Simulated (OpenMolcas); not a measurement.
## Computed levels of Cs I

```json
{
 "Program": "OpenMolcas",
 "Method": "CASSCF",
 "Basis": "ANO-RCC-VQZP [9s8p5d3f2g]",
 "Scalar Hamiltonian": "DKH2, point nucleus",
 "Active space": "1 electron in 9 orbitals (5d 6s 6p)",
 "State averaging": "2S+1 = 2 even, 6 roots; 2S+1 = 2 odd, 3 roots",
 "Spin-orbit coupling": "RASSI with atomic mean-field integrals over the reference wave functions, term energies averaged over their components"
}
```

Spin-free terms above the lowest, with the occupations of the reference:

```tsv
Configuration	Term	E (cm⁻¹)	Occupations
6s	²S	0.0	6s 1.00
6p	²P°	9489	6p 1.00
5d	²D	14472	5d 1.00
```

With spin-orbit coupling, above the lowest level:

```csv
Configuration,Term,J,E (cm⁻¹),Measured (cm⁻¹),g,Term weight %
6s,²S,1/2,0.0,0.0,2.002,100
6p,²P°,1/2,9290,11178,0.666,100
6p,²P°,3/2,9588,11732,1.334,100
5d,²D,3/2,14388,14499,0.800,100
5d,²D,5/2,14528,14597,1.200,100
```

Against the 4 measured excited levels shown (NIST Handbook of Basic Atomic Spectroscopic Data) the mean absolute deviation is 1100 cm-1; the largest miss in energy is 6p ²P°_3/2: computed 9588, measured 11732 cm⁻¹ (-18.3 %).

ANO sets are built for ground and valence states and can reach diffuse excited orbitals poorly. With one active electron the reference holds no correlation, so core polarisation is missing. Computed and measured levels are paired by configuration, term and J; levels that our copy of the source lacks, or whose pairing is in doubt (as where it misses far off the trend of its configuration), stay unpaired and out of the deviations. Only configurations of the active space appear.

The RASSCF and RASSI steps took 14 s on 1 thread of Arm Neoverse V1, with other jobs on the host; the integral step is not counted.

The term weight is that of the spin-free term in the level, not the purity of its configuration. ° marks odd parity.
